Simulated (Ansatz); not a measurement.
Basis-set series for C₂H₇AlSi, SMILES `[AlH2][CH]1C[SiH2]1`. Charge 0, multiplicity 1. The geometry is a stationary point of PBE0-D4/def2-TZVP.

```tsv
functional	basis	functions	energy (Eh)	HOMO (eV)	LUMO (eV)
PBE0-D4	def2-SVP	99	-611.73317	-6.77	-0.92
PBE0-D4	def2-QZVPP	464	-612.02868	-6.76	-1.03
ωB97M-V	def2-SVP	99	-611.96796	-8.82	0.76
ωB97M-V	def2-QZVPP	464	-612.26807	-8.83	0.35
```

Task: Give the rows for def2-TZVPP. (Estimate.)

Result: The calculation gave: 
```json
{"functional": "PBE0-D4", "basis": "def2-TZVPP", "functions": "244", "energy (Eh)": "-612.00663", "HOMO (eV)": "-6.76", "LUMO (eV)": "-0.98"}
{"functional": "ωB97M-V", "basis": "def2-TZVPP", "functions": "244", "energy (Eh)": "-612.24719", "HOMO (eV)": "-8.83", "LUMO (eV)": "0.59"}
```

Positive LUMOs are unbound and depend on the basis.

Program: Ansatz 0.2.0.
